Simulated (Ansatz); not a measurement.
An input meant for the cluster PbBr2⁺ (charge 1, doublet).

```yaml
crystal:
  periodic: [true, true, true]
  atoms:
    - {symbol: Pb, position_ang: [0.878533, 0.020943, 0.692973]}
    - {symbol: Br, position_ang: [0.777716, 0.458028, -1.903495]}
    - {symbol: Br, position_ang: [-1.656250, -0.478970, 1.210512]}
basis:
  gaussian: {orbitals: def2-TZVPP, final_grid: {core_spheres: 20, valence_spheres: 16, degree: 47}}
total_charge: 1
magnetization: {spin_polarized: true, initial_magnetization: 1}
hamiltonian: {xc: {name: PBE0}}
scf: {omitted_lower_state_checks: [starts]}
```

```sh
$ ansatz run in.yaml --threads 4 --pin off --events-out ev --progress --plain --max-ram 3916MiB
```

Question: Predict how Ansatz answers.

Answer: The input was rejected before any iteration. The species is marked periodic without a cell.
```
Error: YAML parse error: error: line 2 column 3: crystal: missing field `lattice` (a structure is typed as `lattice` and `atoms`, a molecule's as `atoms` in Å alone, or read from a run's directory, `checkpoint`)
 --> <input>:2:3
1 | crystal:
2 |   periodic: [true, true, true]
3 |   atoms:
4 |     - {symbol: Pb, position_ang: [0.878533, 0.020943, 0.692973]}
```
